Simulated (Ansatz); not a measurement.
Reactions of `[OH][GeH2][SiH](O)O`.

Calculated with Ansatz (gas phase, PBE0-D4/def2-TZVP geometries, no zero-point term in ΔE). CBS: MP2 limit from def2 TZ/QZ plus the TZ coupled-cluster correction, frozen cores. This one scheme is used for every species. Functionals use def2-TZVPP. B3LYP here is the variant with VWN-RPA as its local correlation; programs differ in this. Open shells (•) are unrestricted, without spin–orbit coupling. For Ge outer-core shells are correlated without core-valence functions, which leaves a few kJ/mol of doubt a bond. Scalar relativity is left out up to krypton. Each species was taken in one conformer, which may not be the lowest.

```
                                                                       reaction  B2PLYP (kJ/mol)  PBE-D4 (kJ/mol)  B3LYP-D4 (kJ/mol)
                `[OH][GeH2][SiH](O)O` + CH₃NH₂ → `C[NH][GeH2][OH]` + `O[SiH2]O`              -14                5                 -5
    `[OH][GeH2][SiH](O)O` + `O[SiH](F)S` → `O[SiH](O)S[SiH](O)F` + `[OH][GeH3]`              -70              -67                -71
                                 `[OH][GeH2][SiH](O)O` → `O[SiH2][O][GeH2][OH]`              -54              -28                -45
`[OH][GeH2][SiH](O)O` + `C=C[SiH](C)S` → `C=C[SiH](O)[GeH2][OH]` + `C[SiH](O)S`                5                3                  4
               `[OH][GeH2][SiH](O)O` + ethylene → `C=C[SiH](O)[GeH2][OH]` + H₂O              109               93                103
                     `[OH][GeH2][SiH](O)O` + HCl → `[OH][GeH2][SiH](O)Cl` + H₂O                3               -7                  1
        `[OH][GeH2][SiH](O)O` + `O[SiH2]O` → `O[SiH2]O[SiH](O)O` + `[OH][GeH3]`             -132             -106               -129
                      `[OH][GeH2][SiH](O)O` + H₂S → `O[SiH](O)S` + `[OH][GeH3]`              -57              -48                -51
                   `[OH][GeH2][SiH](O)O` + CH₃OH → `CO[SiH](O)[GeH2][OH]` + H₂O               -2               -3                 -4
                             `[OH][GeH2][SiH](O)O` → `[OH][GeH2]`• + `O[SiH]O`•              305              303                305
```

Question: Give the CCSD(T)/CBS values in the same order. (Estimate.)

Answer: The calculation gave: -13, -73, -50, 4, 99, -2, -132, -56, -6, 333 kJ/mol.

Largest T1 diagnostic: 0.015, for `[OH][GeH2]`•.
